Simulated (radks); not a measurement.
Q: All-electron atom: Br IV in [Ar] 3d9 4s2 4p2 4d1 (not the ground configuration). All-electron calculation, Dirac Kohn-Sham, BLYP, spin-unpolarised, spherical densities, finite nucleus; open shells fill j = l - 1/2 first; Fermi nuclear charge, rms radius 4.1629 fm. Program: a radial shooting solver on a logarithmic mesh with Libxc functionals. Some entries of the table are withheld. Estimate them.

orbital,occ.,eigenvalue (eV),r(max) (bohr),<1/r> (bohr^-1)
1s1/2,2,-13375.78,0.02791,35.66
2s1/2,2,-1792.644,0.1593,7.956
2p1/2,2,-1620.574,0.1252,7.924
2p3/2,4,-1573.036,0.1284,7.664
3s1/2,2,-293.1216,0.4821,2.631
3p1/2,2,-233.2018,0.4726,2.519
3p3/2,4,-226.1723,0.4811,2.457
3d3/2,4,-122.2379,(1),2.219
3d5/2,5,-121.0863,(2),2.203
4s1/2,2,-59.6607,1.321,0.9061
4p1/2,2,-44.8984,1.449,0.8013
4p3/2,0,-44.0423,1.472,0.7871
4d3/2,1,-23.5401,1.944,0.5644
4d5/2,0,-23.4558,1.953,0.5622
5s1/2,0,-21.0395,3.183,0.3915
5p1/2,0,-16.9481,3.626,(3)
5p3/2,0,-16.7521,3.668,(4)

A: 
(1) 3d3/2 r(max) (bohr): 0.4231
(2) 3d5/2 r(max) (bohr): 0.4257
(3) 5p1/2 <1/r> (bohr^-1): 0.3462
(4) 5p3/2 <1/r> (bohr^-1): 0.3423
